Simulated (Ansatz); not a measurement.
`C=C(F)SC` and `C=C(F)O[SiH3]` differ in one atom or group.

Ansatz, PBE0-D4/def2-TZVP geometries, multiplicity 1. Each molecule was computed in one conformer, which needn't be the lowest.

```csv
property,`C=C(F)SC`
size of the dipole moment (ωB97M-V/def2-TZVPP) / D,1.18
HOMO–LUMO gap (ωB97M-V/def2-TZVPP) / eV,10.72
size of the dipole moment (PBE/def2-TZVPP) / D,1.18
LUMO energy (PBE0/def2-TZVPP) / eV,-0.21
size of the dipole moment (B3LYP/def2-TZVPP) / D,1.19
HOMO energy (ωB97M-V/def2-TZVPP) / eV,-8.86
```

Q: Give the same properties after the change, and the shifts. (Estimate.)

A: Computed: 
| property | `C=C(F)O[SiH3]` | shift |
| --- | --- | --- |
| size of the dipole moment (ωB97M-V/def2-TZVPP) / D | 0.81 | -0.37 |
| HOMO–LUMO gap (ωB97M-V/def2-TZVPP) / eV | 10.94 | 0.22 |
| size of the dipole moment (PBE/def2-TZVPP) / D | 0.84 | -0.34 |
| LUMO energy (PBE0/def2-TZVPP) / eV | 0.02 | 0.23 |
| size of the dipole moment (B3LYP/def2-TZVPP) / D | 0.82 | -0.37 |
| HOMO energy (ωB97M-V/def2-TZVPP) / eV | -9.24 | -0.38 |

With PBE0 the HOMO falls by 0.28 eV and the LUMO rises by 0.23 eV, so the gap widens by about 0.51 eV. PBE moves the HOMO by -0.21 eV and ωB97M-V by -0.38 eV. Dipoles are sizes alone; their direction can turn.

B3LYP here is the variant with VWN-RPA as its local correlation; programs differ in this.
